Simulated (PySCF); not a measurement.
**Tl⁺: excitation energy**

Tl⁺ [Xe] 4f14 5d10 6s2 (1S) → Tl⁺ [Xe] 4f14 5d9 6s2 6p1 (high-spin determinant), as a difference of total energies. All numbers are calculated (PySCF 2.14, scalar relativity by spin-free X2C-1e, in x2c-TZVPPall (11s7p6d3f, 83 functions)). Correlated levels: valence and next inner shell: [Kr] 4d10 4f14 frozen. The calculations carry no spin-orbit coupling.

```json
{"method": "UHF", "excitation energy (eV)": "14.547"}
{"method": "LDA", "excitation energy (eV)": "15.514"}
{"method": "PBE", "excitation energy (eV)": "15.296"}
{"method": "PBE0", "excitation energy (eV)": "15.275"}
{"method": "r2SCAN", "excitation energy (eV)": "15.320"}
{"method": "BLYP", "excitation energy (eV)": "15.219"}
{"method": "TPSS", "excitation energy (eV)": "15.316"}
{"method": "M06", "excitation energy (eV)": "15.345"}
{"method": "MP2 (valence and next inner shell)", "excitation energy (eV)": "15.682"}
{"method": "SCS-MP2 (valence and next inner shell)", "excitation energy (eV)": "15.590"}
```

**Question.** How much does correlation contribute at MP2 (valence and next inner shell)?

**Answer.** 15.682 − (14.547) = 1.135 eV, measured against UHF.

A first-order spin-orbit estimate (lowest level to lowest level, LS coupling) adds -0.401 eV.

The basis was made for the ground configuration and has no added diffuse functions, so the excitation energy can come out too high.

The determinant of the upper state mixes LS terms, which raises its energy above the lowest term, most at the Hartree-Fock and MP2 levels.
